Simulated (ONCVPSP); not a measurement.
**u(r) = r·R(r): atom against pseudo-atom (Ga (Z = 31))**

Columns: radius, all-electron u(r) and pseudo u(r) of the 3p shell (level -98.86 eV) of gallium in the configuration [Ne] 3s2 3p6 3d10 4s2 4p1; PBE, scalar-relativistic, ONCV scheme, ONCVPSP 4.0.1.

| r (bohr) | all-electron | pseudo |
| --- | --- | --- |
| 0.053 | -0.4125 | 0.0321 |
| 0.105 | -0.6875 | 0.1217 |
| 0.158 | -0.5745 | 0.2622 |
| 0.210 | -0.2335 | 0.4336 |
| 0.262 | 0.1759 | 0.6209 |
| 0.315 | 0.5631 | 0.8101 |
| 0.368 | 0.8729 | 0.9805 |
| 0.420 | 1.0904 | 1.1168 |
| 0.473 | 1.2286 | 1.2161 |
| 0.525 | 1.2952 | 1.2721 |
| 0.578 | 1.3093 | 1.2892 |
| 0.630 | 1.2834 | 1.2709 |
| 0.683 | 1.2297 | 1.2238 |
| 0.735 | 1.1597 | 1.1577 |
| 0.788 | 1.0783 | 1.0777 |
| 0.840 | 0.9937 | 0.9935 |
| 0.893 | 0.9069 | 0.9067 |
| 0.945 | 0.8236 | 0.8234 |
| 0.998 | 0.7425 | 0.7423 |
| 1.050 | 0.6677 | 0.6676 |
| 1.102 | 0.5982 | 0.5981 |
| 1.155 | 0.5331 | 0.5329 |
| 1.208 | 0.4737 | 0.4736 |
| 1.260 | 0.4209 | 0.4208 |
| 1.313 | 0.3724 | 0.3723 |
| 1.365 | 0.3297 | 0.3296 |

(1) How many radial nodes do the two functions have?

(2) At about which radius was the pseudo-wave matched?

(3) Is the pseudo-wave norm-conserving?

Results:

(1) The all-electron 3p function has n − l − 1 = 1; the pseudo-wave has 0, since the states of the same l below it are removed with the core.

(2) 0.95 bohr. The columns agree to 0.0005 from 0.84 bohr on; several derivatives are matched, so the curves merge somewhat inside the radius.

(3) Yes: the ONCV scheme keeps the norm inside the radius equal to the all-electron one, which fixes the energy derivative of the logarithmic derivative at the level.
